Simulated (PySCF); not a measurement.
HIOSn, SMILES [OH][Sn][I] (connectivity only; charge and spin as stated), neutral, multiplicity 1. Atoms are numbered in the order given.

```xyz
4

Sn     0.3464     1.2733     0.0000
I     -0.0441    -1.4956     0.0000
O     -1.5976     1.8190     0.0000
H     -2.2001     1.0469     0.0000
```

Geometry: PBE-D3(BJ)/def2-SVP. The def2 effective core potentials stand for the cores of I, Sn; spin–orbit coupling is left out. One conformer was computed; it need not be the lowest.

These are IEF-PCM-PBE0/def2-SVP in PySCF values and carry that method's errors.

The values are the electrostatic part of the solvation free energy, E(continuum) − E(gas) at the gas-phase geometry, in a cavity of scaled van der Waals radii (PySCF's table); cavitation and dispersion terms are not included. A continuum can't describe solvent molecules that bind to the metal. In vacuum the orbital gap is 4.55 eV. The dipole moment in vacuum is 1.86 D.

Estimate the values in water (ε = 78.36), ethylethanoate (ε = 5.99), 1-octanol (ε = 9.86). (The exact figures need the calculation; the answer reports its results.)


```tsv
solvent	ε	ΔG(elec) (kcal/mol)	dipole (D)	gap (eV)
water	78.36	-6.1	2.88	4.87
ethylethanoate	5.99	-4.6	2.64	4.80
1-octanol	9.86	-5.2	2.73	4.83
```
